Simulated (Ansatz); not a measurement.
Input for Ansatz (an electronic-structure program): R-CCSD(T)/aug-cc-pVTZ on C3 (SMILES [C]=C=[C]), atoms moved off the minimum.

Ansatz 0.2 input:
```yaml
crystal:
  periodic: [false, false, false]
  atoms:
    - {symbol: C, position_ang: [0.02083197, -0.02503990, -1.20782219]}
    - {symbol: C, position_ang: [-0.02797822, -0.03019395, -0.06365533]}
    - {symbol: C, position_ang: [-0.02443985, -0.01283097, 1.22588809]}
basis:
  gaussian:
    orbitals: aug-cc-pVTZ
magnetization: {spin_polarized: false}
correlation: {method: ccsd_t, electrons: outside_noble_gas}
scf: {lower_state_search: off}
output: {forces: true}
```

Program output:

```
WARN ansatz: RAYON_NUM_THREADS=1 ignored (pool sized by the plan → 1); use --threads N
Functional definition: HF
these checks for a lower state are left out or cut short: starts, cluster_reference, orbital_swaps, neighbouring_geometries, increment
integrals: 0.28 GiB planned
837 factors; integrals over basis functions are off by at most 3.9e-4 eV
mean field: 0.25 GiB planned
mean field evaluation 1: about -3082.3300 eV, gradient 3.1e1 eV
mean field evaluation 2: about -3082.3326 eV, gradient 3.1e1 eV
mean field evaluation 4: about -3084.6397 eV, gradient 5.2e0 eV
mean field evaluation 8: about -3084.7258 eV, gradient 2.7e-1 eV
mean field -3084.72616235 eV, -113.3615955640 hartree, gradient 2.2e-6 eV, S^2 0.000000; 0 other end points of the search recorded, 0 dependent functions left out; unrestricted orbitals would lower it
3 core orbitals not correlated
reference -3084.72616235 eV, -113.3615955640 hartree; 6, 6 occupied and 129, 129 virtual orbitals, 837 factors
densities: 1.28 GiB planned
second order -10.73450671 eV of doubles, -0.00000000 eV of singles
coupled cluster: 0.76 GiB planned
cycle   1  -10.51391138 eV  change    2.2e-1 eV  update   1.3e-1
cycle   2  -10.96878394 eV  change   -4.5e-1 eV  update   4.9e-2
cycle   3  -11.09901004 eV  change   -1.3e-1 eV  update   2.2e-2
cycle   4  -11.09789418 eV  change    1.1e-3 eV  update   5.8e-3
cycle   5  -11.09503817 eV  change    2.9e-3 eV  update   2.1e-3
cycle   6  -11.09588468 eV  change   -8.5e-4 eV  update   6.7e-4
cycle   7  -11.09581947 eV  change    6.5e-5 eV  update   3.3e-4
cycle   8  -11.09592899 eV  change   -1.1e-4 eV  update   1.8e-4
cycle   9  -11.09592305 eV  change    5.9e-6 eV  update   9.8e-5
cycle  10  -11.09586342 eV  change    6.0e-5 eV  update   4.4e-5
cycle  11  -11.09588462 eV  change   -2.1e-5 eV  update   2.0e-5
cycle  12  -11.09588003 eV  change    4.6e-6 eV  update   9.3e-6
cycle  13  -11.09589231 eV  change   -1.2e-5 eV  update   4.9e-6
cycle  14  -11.09589441 eV  change   -2.1e-6 eV  update   2.2e-6
perturbative correction -0.80792420 eV, -0.0296906667 hartree
the calculation of the forces begins
Total energy: -3096.62998097 eV, -113.7990528294 hartree
Atom 0 at     0.020832    -0.025040    -1.207822 Å, force     0.680527     0.071104   -16.013381 eV/Å
Atom 1 at    -0.027978    -0.030194    -0.063655 Å, force    -0.680145    -0.079631    15.312282 eV/Å
Atom 2 at    -0.024440    -0.012831     1.225888 Å, force    -0.000383     0.008527     0.701099 eV/Å
Dipole moment:    -0.017890    -0.004737     0.189332 e Å
Checks for a lower state left out: starts, cluster_reference, orbital_swaps, neighbouring_geometries, increment
```

Self-consistency was reached.

Cost: very roughly 50 core-seconds.
